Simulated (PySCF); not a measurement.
C₃H₄ClNSi. Atoms are numbered in the order given.

```xyz
10

Cl    -1.7317    -0.8411     0.9654
Si    -0.3983    -0.2835    -0.5209
C      1.3626    -0.8031    -0.2371
C      2.0709     0.3449    -0.1517
N      1.4218     1.6230    -0.2524
C      0.1477     1.5413    -0.4189
H     -0.9841    -0.6781    -1.8320
H      1.8341    -1.7850    -0.1635
H      3.1555     0.3988    -0.0014
H     -0.4297     2.4731    -0.5095
```
Charge 0, spin multiplicity 1.

Coordinates come from a r2SCAN-D4/def2-SVP optimisation. The structure was generated by enumeration; whether it is a known compound was not checked.

The numbers are results of PBE/def2-TZVP run with PySCF, not measurements.

ESP charges are fitted to the potential on shells at 1.4 to 2.0 van der Waals radii. Atomic charges (e):

```tsv
atom	meta-Löwdin	Löwdin	ESP fit
Cl1	-0.27	0.23	-0.14
Si2	0.71	0.01	0.27
C3	-0.39	[?]	-0.35
C4	0.00	[?]	0.20
N5	-0.20	[?]	-0.43
C6	-0.19	[?]	0.13
H7	-0.07	[?]	-0.03
H8	0.14	0.14	0.16
H9	0.13	0.14	0.08
H10	0.13	0.13	0.08
```

What belongs in the gaps? (Estimate from the structure and the level; the computed values follow.)


- C3, Löwdin: -0.26
- C4, Löwdin: -0.21
- N5, Löwdin: 0.13
- C6, Löwdin: -0.29
- H7, Löwdin: -0.01

Give the Mayer and Wiberg (Löwdin basis) orders of the bonds. (An estimate is asked for; the answer gives what the named calculation found.)


```json
[
 {"bond": "Cl1–Si2", "Mayer": "1.17", "Wiberg": "1.81"},
 {"bond": "Si2–C3", "Mayer": "0.99", "Wiberg": "1.10"},
 {"bond": "C3–C4", "Mayer": "1.81", "Wiberg": "2.01"},
 {"bond": "C4–N5", "Mayer": "1.10", "Wiberg": "1.37"},
 {"bond": "Si2–C6", "Mayer": "0.94", "Wiberg": "1.04"},
 {"bond": "N5–C6", "Mayer": "1.87", "Wiberg": "2.23"},
 {"bond": "Si2–H7", "Mayer": "0.90", "Wiberg": "0.89"},
 {"bond": "C3–H8", "Mayer": "0.93", "Wiberg": "0.86"},
 {"bond": "C4–H9", "Mayer": "0.95", "Wiberg": "0.85"},
 {"bond": "C6–H10", "Mayer": "0.92", "Wiberg": "0.88"}
]
```
